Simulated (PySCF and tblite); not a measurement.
Values are calculated unless marked as measured or tabulated.
C₅H₆O₂, numbered as in [CH3:1][O:2][c:3]1[cH:4][cH:5][o:6][cH:7]1.

Free energies: LC-wPBE-D3(BJ)/pcSseg-1 on PBE0-D3(BJ)/def2-SVP structures plus GFN2-xTB thermal terms, symmetry and mirror images included. Conformers within 3 kcal/mol (GFN2-xTB free energy) were kept, 4 at most. GIAO shieldings: LC-wPBE/pcSseg-1. Shifts are against TMS (¹H), TMS (¹³C) at the same level. Run with PySCF (density fitting) and tblite.

Problem. What shifts does this protocol give at 298.15 K under fast conformational exchange?

Solution. ¹H: 7.22 (H5, 1H), 6.93 (H7, 1H), 6.41 (H4, 1H), 3.56 (H1, 3H) ppm. ¹³C: 160.7 (C3), 151.8 (C5), 128.3 (C7), 113.1 (C4), 56.6 (C1) ppm.

Problem. How do the conformers differ?

Solution. Torsions listed: C1–O2–C3–C4.
```csv
conformer,shape,weight %
1,-179°,92.6
2,-1°,7.4
```

```
signal      1      2  average
    H1   3.56   3.62     3.56
    H4   6.42   6.29     6.41
    H5   7.22   7.22     7.22
    H7   6.89   7.30     6.93
    C1   56.6   56.1     56.6
    C3  160.8  158.9    160.7
    C4  113.5  107.7    113.1
    C5  151.9  150.7    151.8
    C7  127.9  134.2    128.3
```

Problem. Which signal moves most, for its nucleus, between 250 and 373.15 K through the change of populations alone?

Solution. C7: 128.2 ppm at 250 K, 128.2 ppm at 273.15 K, 128.3 ppm at 298.15 K, 128.4 ppm at 323.15 K, 128.6 ppm at 373.15 K.

Shifts are unscaled: against experiment ¹³C can be off by 15 ppm or more and ¹H by 0.8 ppm.
